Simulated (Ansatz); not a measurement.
Born–Oppenheimer molecular dynamics of H9NO2Si3 (15 atoms, charge 0, multiplicity 1). It starts from a relaxed structure.

These are results of RKS PBE/STO-3G (Ansatz 0.2.0), not measurements.

- ensemble: NVT, Nosé–Hoover chain
- time step: 0.5 fs
- steps asked: 166
- set temperature: 100 K
- thermostat: time constant 100 fs, chain length 3 (defaults)
- seed: 398138

First frame:

```xyz
15
Properties=species:S:1:pos:R:3
Si -0.129 0.020 0.158
N -0.291 -0.152 1.923
H -1.122 0.385 2.299
H 0.537 0.276 2.422
H 1.302 -0.114 -0.124
O -0.673 1.477 -0.546
Si -2.285 1.400 -1.155
H -3.258 0.858 -0.206
H -2.636 2.791 -1.412
H -2.404 0.671 -2.416
O -1.121 -1.164 -0.564
Si -1.533 -2.519 0.413
H -0.379 -3.191 1.008
H -2.490 -2.194 1.471
H -2.183 -3.445 -0.507
```

Q: How far do the bonds stretch over the last three quarters of this one trajectory? (Pairs bonded in most of those frames.)

A: 
| bond | mean (Å) | spread (Å) | shortest | longest |
| --- | --- | --- | --- | --- |
| Si1–N2 | 1.787 | 0.008 | 1.77 | 1.80 |
| Si1–H5 | 1.465 | 0.012 | 1.45 | 1.48 |
| Si1–O6 | 1.706 | 0.006 | 1.70 | 1.72 |
| Si1–O11 | 1.707 | 0.020 | 1.67 | 1.74 |
| N2–H3 | 1.059 | 0.018 | 1.02 | 1.09 |
| N2–H4 | 1.058 | 0.015 | 1.03 | 1.09 |
| O6–Si7 | 1.721 | 0.011 | 1.70 | 1.74 |
| Si7–H8 | 1.464 | 0.004 | 1.46 | 1.47 |
| Si7–H9 | 1.457 | 0.002 | 1.45 | 1.46 |
| Si7–H10 | 1.462 | 0.001 | 1.46 | 1.46 |
| O11–Si12 | 1.721 | 0.018 | 1.70 | 1.75 |
| Si12–H13 | 1.462 | 0.010 | 1.45 | 1.48 |
| Si12–H14 | 1.464 | 0.013 | 1.44 | 1.48 |
| Si12–H15 | 1.458 | 0.006 | 1.45 | 1.47 |

Mean temperature of the second half: 53 K. The conserved energy stayed within 0.063 meV per atom of its start (net change 0.037 meV per atom), so the integration is sound. The mean temperature of the second half is 47 % below the set value. A run of 0.083 ps of so small a system gives no equilibrium averages. Limits of this set-up: minimal basis.

The run took 11 min on 1 thread of Arm Neoverse V1 (shared host), peak memory 0.11 GiB.
